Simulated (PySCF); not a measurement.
## Relaxation of doublet YI₂

Computed with PySCF, UPBE0, basis Y def2-SVP with ECP28, I def2-SVP with ECP28 (scalar-relativistic core potentials, no spin–orbit coupling, density fitting). A (50,194) grid was used.

A hand-made bent start, of C2v symmetry, held to at least that symmetry:

```xyz
3
charge 0 multiplicity 2, angstrom
Y     0.0000    0.0000   -1.2574
I     2.4247    0.0000    0.4404
I    -2.4247    0.0000    0.4404
```

Optimiser trace:
```csv
step,E − E(last) (kJ/mol),largest gradient (Eh/bohr)
0,30.03,0.03212
1,11.79,0.02006
2,2.32,0.00470
3,1.46,0.00166
4,0.51,0.00272
5,0.11,0.00193
6,0.01,0.00063
7,0.00,0.00001
```

It ends at C2v with Y–I 2.795 Å (×2); I–Y–I 134.8° (after a last refinement on a finer grid). A frequency run shows a minimum. Other isomers or separated fragments may lie lower.

Final geometry:
```xyz
3
charge 0 multiplicity 2, angstrom
Y     0.0000    0.0000   -0.8042
I     2.5805    0.0000    0.2694
I    -2.5805    0.0000    0.2694
```

Other spin states or occupations of the open shell can lie lower. No spin–orbit coupling is included, which matters more the heavier the element.
